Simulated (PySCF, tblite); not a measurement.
Isomers of C6H4Cl2F (doublet state), one GFN2-xTB conformer each. Single-point energies are computed at B3LYP/pcH-1 (PySCF, gas phase, no added dispersion term), electronic only. GFN2-xTB treats the open shell by occupation alone, and not every SCF solution was tested for stability.

Question: Rank them by B3LYP/pcH-1 energy, lowest first (kcal/mol).
A. `[CH2:1][C@@H:2]1[CH:3]=[C:4]([Cl:5])[C:6]([Cl:7])=[C:8]1[F:9]` (doublet state) with H–C1–C2–C3 39° and -155°
B. `C[C]1C=C(Cl)C(Cl)=C1F` [radical]
C. `C[C@H]1[C]=C(Cl)C(Cl)=C1F` [radical]

Answer: B (0.0), A (27.5), C (42.2).

GFN2-xTB itself gives, in the same order: 0.0, 37.4, 46.9. Both levels put the same isomer lowest; measured from each level's own lowest isomer, the values differ by up to 9.9 kcal/mol ([CH2][C@@H]1C=C(Cl)C(Cl)=C1F: 37.4 against 27.5).

What happens when harmonic zero-point energies from GFN2-xTB frequencies are added?

```csv
SMILES,ZPE (kcal/mol),electronic (kcal/mol),with ZPE (kcal/mol)
C[C]1C=C(Cl)C(Cl)=C1F,49.4,0.0,0.0
[CH2][C@@H]1C=C(Cl)C(Cl)=C1F,48.3,27.5,26.4
C[C@H]1[C]=C(Cl)C(Cl)=C1F,50.0,42.2,42.8
```

The zero-point energies span 1.7 kcal/mol. The order is unchanged.
